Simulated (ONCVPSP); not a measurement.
Which change was made? (Er, ONCV)

| Item | Value |
| --- | --- |
| Element | erbium |
| Generator | ONCVPSP 4.0.1 |
| Type | optimised norm-conserving Vanderbilt (ONCV) |
| Functional | revPBE |
| Relativity | scalar-relativistic |
| Frozen core | [Kr] 4d10 |
| Valence charge | 22 |
| Reference configuration | 4f12 5s2 5p6 6s1 (charge +1) |
| Partial waves | 5s+6s: rc 2.10 bohr, ncon 3, nbas 7, qcut 5.9 1/bohr, 2 projectors; 5p: rc 1.70 bohr, ncon 5, nbas 10, qcut 4.5 1/bohr, 2 projectors, debl 1.6 Ha; d scattering state at 0.17 Ha: rc 2.00 bohr, ncon 4, nbas 8, qcut 5.1 1/bohr, 3 projectors, debl 1 Ha; 4f: rc 1.35 bohr, ncon 3, nbas 7, qcut 15.2 1/bohr, 1 projector |
| Local potential | polynomial inside 1.25 bohr (lpopt 3, dvloc0 0 Ha) |
| Core correction | Teter function, fcfact 5, rcfact 1.75 |

In the d channel the program set the typed energies aside and used 0.050, 1.050, 2.050 Ha.

Cutoffs, loose and tight: the cutoffs (Ha) at which the residual kinetic energy of the hardest occupied pseudo-wave falls to 1 and 0.1 mHa per electron. They do not see the model core or the augmentation charge, which bear on the density cutoff. Test errors are all-electron minus pseudo excitation energies from the reference, over the configurations 4f12 5s2 5p6 6s2; 4f12 5s2 5p6 6s0; 4f11 5s2 5p6 6s0; 4f12 5s1 5p6 6s2; variants that change the core or the reference have their own tests.

The base gives: outcome: generated, projector energies reset by the program; cutoff, loose: 86 Ha; cutoff, tight: 112 Ha; bound ghosts: none; GHOST(+) flags above zero: s; largest test error (meV): tests left out (the all-electron energies of this program are off by 10 to 40 meV for near-neutral 4f atoms).

After one change the result is: outcome: failed: ERROR pspot: first pseudo wave function has node, program will stop. Which change was it?
A. all radii but the core radius scaled by about 0.77 (s 1.62, p 1.30, d 1.54, f 1.04 bohr); local potential polynomial inside 0.96 bohr (lpopt 3, dvloc0 0 Ha)
B. all radii but the core radius scaled by about 1.32 (s 2.78, p 2.24, d 2.64, f 1.78 bohr); local potential polynomial inside 1.66 bohr (lpopt 3, dvloc0 0 Ha)
C. all radii but the core radius scaled by about 0.93 (s 1.96, p 1.58, d 1.86, f 1.26 bohr); local potential polynomial inside 1.16 bohr (lpopt 3, dvloc0 0 Ha)
D. all radii but the core radius scaled by about 1.17 (s 2.46, p 2.00, d 2.34, f 1.58 bohr); local potential polynomial inside 1.46 bohr (lpopt 3, dvloc0 0 Ha)

D. The others give: all radii but the core radius scaled by about 1.32 (s 2.78, p 2.24, d 2.64, f 1.78 bohr); local potential polynomial inside 1.66 bohr (lpopt 3, dvloc0 0 Ha) → outcome: generated, projector energies reset by the program; cutoff, loose: 63 Ha; cutoff, tight: 69 Ha; bound ghosts: none; GHOST(+) flags above zero: none; largest test error (meV): tests left out (the all-electron energies of this program are off by 10 to 40 meV for near-neutral 4f atoms) | all radii but the core radius scaled by about 0.93 (s 1.96, p 1.58, d 1.86, f 1.26 bohr); local potential polynomial inside 1.16 bohr (lpopt 3, dvloc0 0 Ha) → outcome: generated, projector energies reset by the program; cutoff, loose: 103 Ha; cutoff, tight: 132 Ha; bound ghosts: none; GHOST(+) flags above zero: s; largest test error (meV): tests left out (the all-electron energies of this program are off by 10 to 40 meV for near-neutral 4f atoms) | all radii but the core radius scaled by about 0.77 (s 1.62, p 1.30, d 1.54, f 1.04 bohr); local potential polynomial inside 0.96 bohr (lpopt 3, dvloc0 0 Ha) → outcome: generated, projector energies reset by the program; cutoff, loose: 138 Ha; cutoff, tight: 190 Ha; bound ghosts: d, s; GHOST(+) flags above zero: p, d; largest test error (meV): tests left out (the all-electron energies of this program are off by 10 to 40 meV for near-neutral 4f atoms).
